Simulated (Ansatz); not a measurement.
```yaml
crystal:
  periodic: [false, false, false]
  atoms:
    - {symbol: C, position_ang: [1.935435, 1.402232, 1.266936]}
    - {symbol: N, position_ang: [0.688842, 1.337569, 1.059692]}
    - {symbol: C, position_ang: [-0.101733, 2.446680, 1.877006]}
    - {symbol: Hf, position_ang: [-0.528787, -0.044531, -0.501615]}
    - {symbol: Se, position_ang: [-1.319232, 2.046198, -2.084526]}
    - {symbol: N, position_ang: [-1.872164, -0.774831, 0.550878]}
    - {symbol: C, position_ang: [-2.394408, -1.837150, -0.380068]}
    - {symbol: C, position_ang: [-2.261411, -1.065404, 1.705813]}
    - {symbol: N, position_ang: [1.482680, -0.595401, -1.188142]}
    - {symbol: C, position_ang: [1.108636, -2.357139, -1.500245]}
    - {symbol: C, position_ang: [2.257556, -0.078443, -1.695380]}
    - {symbol: H, position_ang: [2.156016, 1.364326, 2.522381]}
    - {symbol: H, position_ang: [2.645622, 0.958595, 1.046762]}
    - {symbol: H, position_ang: [2.116147, 2.400478, 1.313731]}
    - {symbol: H, position_ang: [0.266627, 3.449427, 1.398453]}
    - {symbol: H, position_ang: [-0.204978, 1.965269, 2.794174]}
    - {symbol: H, position_ang: [-1.292767, 2.234361, 1.475356]}
    - {symbol: H, position_ang: [-0.302167, 2.354921, -2.522501]}
    - {symbol: H, position_ang: [-2.252334, -2.947703, -0.029607]}
    - {symbol: H, position_ang: [-3.561977, -1.401738, -0.468294]}
    - {symbol: H, position_ang: [-1.910495, -1.598317, -1.555404]}
    - {symbol: H, position_ang: [-3.418444, -0.706688, 1.739962]}
    - {symbol: H, position_ang: [-1.701123, -0.347768, 2.390370]}
    - {symbol: H, position_ang: [-1.902291, -1.843557, 2.171197]}
    - {symbol: H, position_ang: [1.171055, -2.296556, -2.484321]}
    - {symbol: H, position_ang: [0.521765, -2.565246, -1.027305]}
    - {symbol: H, position_ang: [2.081040, -2.511221, -0.926924]}
    - {symbol: H, position_ang: [1.834738, -0.484335, -2.969652]}
    - {symbol: H, position_ang: [2.221040, 0.815457, -1.777249]}
    - {symbol: H, position_ang: [3.482326, -0.619466, -1.649365]}
basis:
  gaussian: {orbitals: ANO-RCC-VTZP}
hamiltonian: {xc: {name: HF}}
correlation: {active_space: {window: {electrons: 6, orbitals: 2}}}
output: {forces: true}
```

```sh
$ ansatz run in.yaml --threads 11 --pin off --events-out ev --progress --plain --max-ram 174080MiB --backend cuda --devices 0, --max-vram 75GiB
```

Output, abridged:

```
Functional definition: HF
4345 factors; integrals over basis functions are off by at most 1.2e-3 eV
mean field evaluation 1: about -487180.8523 eV, gradient 7.9e1 eV
mean field evaluation 2: about -487181.0881 eV, gradient 7.9e1 eV
mean field evaluation 4: about -487195.7107 eV, gradient 1.9e1 eV
mean field evaluation 8: about -487196.1660 eV, gradient 6.3e-1 eV
mean field evaluation 16: about -487196.1745 eV, gradient 2.1e-6 eV
mean field -487196.17452047 eV, -17904.1291801995 hartree, gradient 2.2e-6 eV, S^2 0.000000; 2 other end points of the search recorded, 0 dependent functions left out
reference -487196.17452047 eV, -17904.1291801995 hartree; 91, 91 occupied and 592, 592 virtual orbitals, 4345 factors
Error: 6 electrons in 2 orbitals form no window around the highest filled level of the reference
```

(1) What is wrong with this run?

## Answers

(1) The active space doesn't fit the electrons. The run stopped with an error.
